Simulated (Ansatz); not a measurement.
Start from `F[SiH2]O[SiH3]` and change one element to get `[SiH3]O[SiH2]Br`.

Ansatz, PBE0-D4/def2-TZVP geometries, multiplicity 1. Each molecule was computed in one conformer, which needn't be the lowest.

Scalar relativity is left out up to krypton.

| property | `F[SiH2]O[SiH3]` |
| --- | --- |
| HOMO–LUMO gap (ωB97M-V/def2-TZVPP) / eV | 12.94 |
| LUMO energy (ωB97M-V/def2-TZVPP) / eV | 1.65 |
| HOMO–LUMO gap (PBE/def2-TZVPP) / eV | 6.64 |
| size of the dipole moment (ωB97M-V/def2-TZVPP) / D | 1.18 |
| LUMO energy (B3LYP/def2-TZVPP) / eV | -0.27 |
| HOMO–LUMO gap (B3LYP/def2-TZVPP) / eV | 8.55 |

Problem. What does the change do to each property? (Best estimate.)

Solution. Ansatz gave: 
```tsv
property	`[SiH3]O[SiH2]Br`	shift
HOMO–LUMO gap (ωB97M-V/def2-TZVPP) / eV	12.16	-0.78
LUMO energy (ωB97M-V/def2-TZVPP) / eV	1.52	-0.13
HOMO–LUMO gap (PBE/def2-TZVPP) / eV	6.07	-0.57
size of the dipole moment (ωB97M-V/def2-TZVPP) / D	1.06	-0.12
LUMO energy (B3LYP/def2-TZVPP) / eV	-0.39	-0.12
HOMO–LUMO gap (B3LYP/def2-TZVPP) / eV	7.79	-0.76
```

With PBE0 the HOMO rises by 0.58 eV and the LUMO falls by 0.14 eV, so the gap narrows by about 0.72 eV. PBE moves the HOMO by 0.43 eV and ωB97M-V by 0.64 eV. Dipoles are sizes alone; their direction can turn.

B3LYP here is the variant with VWN-RPA as its local correlation; programs differ in this.

Spin–orbit coupling is left out; it splits and shifts lone-pair levels of the heavy atoms by tenths of an eV.
